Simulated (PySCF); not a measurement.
C₆H₅F₂NO.
Numbering: `[O-:1][n+:2]1[cH:3][cH:4][c:5]([CH:6]([F:7])[F:8])[cH:9][cH:10]1`

Definitions: NICS(0) = −σiso at the ring centroid; NICS(1) = −σiso and NICS(1)zz = −σzz at ±1 Å along the ring normal z. Level: GIAO PBE0/pcSseg-1 (PySCF, non-relativistic, gas phase) on the GFN2-xTB geometry, one conformer.

Ring bond lengths (Å), with Mayer bond orders in brackets: N2–C3 1.357 (1.12), C3–C4 1.373 (1.45), C4–C5 1.391 (1.36), C5–C9 1.393 (1.33), C9–C10 1.371 (1.47), C10–N2 1.357 (1.11).

**Question.** What do the NICS probes read (ppm)?

**Answer.** 
| ring | type | NICS(0) | NICS(1), two faces | NICS(1)zz, two faces | rms pucker (Å) | centre to ring atoms, mean (Å) |
| --- | --- | --- | --- | --- | --- | --- |
| N2–C3–C4–C5–C9–C10 | 6-membered ring with N; formal bonds all aromatic | -6.4 | -8.5 / -8.5 | -20.5 / -20.5 | 0.00 | 1.37 |

**Question.** What can be read from them?

**Answer.** 
- N2–C3–C4–C5–C9–C10: mean NICS(1)zz -20.5 ppm, shielded, aromatic by this magnetic criterion (flat ring, no four-coordinate atom).

**Question.** What does the geometric index give? HOMA = 1 − mean of α(R − Ropt)² over the ring bonds, with Krygowski's 1993 parameters (CC: Ropt 1.388 Å, α 257.7 Å⁻²; CN: Ropt 1.334 Å, α 93.52 Å⁻²).

**Answer.** 
- N2–C3–C4–C5–C9–C10: HOMA 0.96; the largest term is that of C9–C10, α(R − Ropt)² = 0.07. The geometric and the magnetic index point the same way.

**Question.** What is the mean of the two in-plane components of NICS at the second NICS(1) probe listed for ring N2–C3–C4–C5–C9–C10, 1 Å off the ring?

**Answer.** The isotropic value is a third of the trace: (3 × -8.5 − (-20.5))/2 = -2.5 ppm.

**Question.** List the ring angles and the Hirshfeld charges of the ring atoms.

**Answer.** 
- N2–C3–C4–C5–C9–C10: N2 118.3° (+0.130 e), C3 122.0° (+0.002 e), C4 119.9° (-0.039 e), C5 117.8° (-0.034 e), C9 120.0° (-0.037 e), C10 121.9° (+0.006 e); sum 720.0° against 720° for a flat convex ring.

**Question.** What are the shieldings of the ring atoms and their hydrogens in the same run (means over atoms taken as equivalent)?

**Answer.** 
```json
{"atoms": "N2", "environment": "N-oxide nitrogen", "σ isotropic (ppm)": "-75.1", "principal values of the symmetric part, first atom (ppm)": "-194.1, -170.3, 139.2"}
{"atoms": "C3 (×2)", "environment": "aromatic CH next to a ring nitrogen", "σ isotropic (ppm)": "42.3", "principal values of the symmetric part, first atom (ppm)": "-33.9, 37.0, 126.2"}
{"atoms": "C4 (×2)", "environment": "aromatic CH carbon", "σ isotropic (ppm)": "55.4", "principal values of the symmetric part, first atom (ppm)": "-52.0, 51.9, 167.1"}
{"atoms": "C5", "environment": "substituted aromatic carbon", "σ isotropic (ppm)": "54.4", "principal values of the symmetric part, first atom (ppm)": "-27.2, 19.6, 170.8"}
{"atoms": "H on C3 (×2)", "environment": "aromatic hydrogen", "σ isotropic (ppm)": "23.34", "principal values of the symmetric part, first atom (ppm)": "20.1, 23.8, 26.3"}
{"atoms": "H on C4 (×2)", "environment": "aromatic hydrogen", "σ isotropic (ppm)": "24.12", "principal values of the symmetric part, first atom (ppm)": "21.8, 23.3, 28.1"}
```

Shape of the structure used: `[O-:1][n+:2]1[cH:3][cH:4][c:5]([CH:6]([F:7])[F:8])[cH:9][cH:10]1`: C4–C5–C6–F7 -121°.
